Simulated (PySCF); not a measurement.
H3Zr, SMILES [ZrH3+] (connectivity only; charge and spin as stated), charge +1, multiplicity 1.

Coordinates come from a PBE0-D3(BJ)/def2-TZVPD optimisation. The geometry has at least one imaginary mode, so it is a saddle point at that level. The spin state was assumed, not searched. The def2 effective core potentials stand for the cores of Zr; spin–orbit coupling is left out.

These are PBE0-D3(BJ)/def2-TZVPD run with PySCF values and carry that method's errors.

Frequencies are harmonic and unscaled.

Modes within 1.5 cm⁻¹ of each other (mostly degenerate sets) share a row, with their intensities summed.

```csv
mode,ν (cm⁻¹),IR (km/mol),Raman (Å⁴/amu),depolarisation,moving atoms (share of kinetic energy)
1,517i,483.8,0.0,–,H 97 %
2–3,861,52.3,73.1,0.75,H 99 %
4–5,1825,516.3,195.7,0.75,H 98 %
6,1840,0.0,453.1,0.02,H 100 %
```
